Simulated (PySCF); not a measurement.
Species: C₆H₆O₂.
SMILES with atom numbers: `[O:1]=[C:2]([OH:3])[C:4]#[C:5][CH:6]1[CH2:7][CH2:8]1` (hydrogens: H9 on O3; H10 on C6; H11, H12 on C7; H13, H14 on C8)

Structure optimised with GFN2-xTB, isolated species.

Question: List the bond lengths, angles and torsions at this level.

Answer: 
```
          bond  length (Å)
         O1=C2       1.205
         C2–O3       1.344
         C2–C4       1.431
         C4≡C5       1.206
         C5–C6       1.419
  C6–C7, C6–C8       1.511
         C7–C8       1.489
         O3–H9       0.970
        C6–H10       1.083
C7–H11, C8–H13       1.079
C7–H12, C8–H14       1.079
```

Bonds in one row agree within 0.01 Å and their mean is given. A selection of angles:
```
     angle  degrees
  O1–C2–O3    123.2
  O1–C2–C4    124.9
  O3–C2–C4    111.9
  C2–O3–H9    109.7
  C2–C4–C5    178.2
  C4–C5–C6    179.5
  C5–C6–C7    118.7
 C5–C6–H10    114.1
  C7–C6–C8     59.1
 C7–C6–H10    117.8
  C6–C7–C8     60.5
 C6–C7–H11    117.4
 C6–C7–H12    117.3
 C8–C7–H11    118.1
 C8–C7–H12    119.1
H11–C7–H12    114.2
```

Torsions: C5–C6–C7–C8 108° (anticlinal); C5–C6–C8–C7 -108° (anticlinal); H9–O3–C2–O1 0° (synperiplanar).

The C–O distances run from 1.205 Å (O1=C2, drawn double) to 1.344 Å (C2–O3, drawn single), a spread of 0.139 Å. The C–C distances run from 1.206 Å (C4≡C5, drawn triple) to 1.511 Å (C6–C7, drawn single), a spread of 0.305 Å. The 3-membered ring C6–C7–C8 has internal angles of 59.1° to 60.5°.

Point group: Cs (tolerance 0.08 Å). No GFN2-xTB frequencies stand behind this structure, so it isn't proved a minimum. One conformer, not necessarily the lowest (O1–C2–O3–H 0°).

The numbers are calculated, not measured.
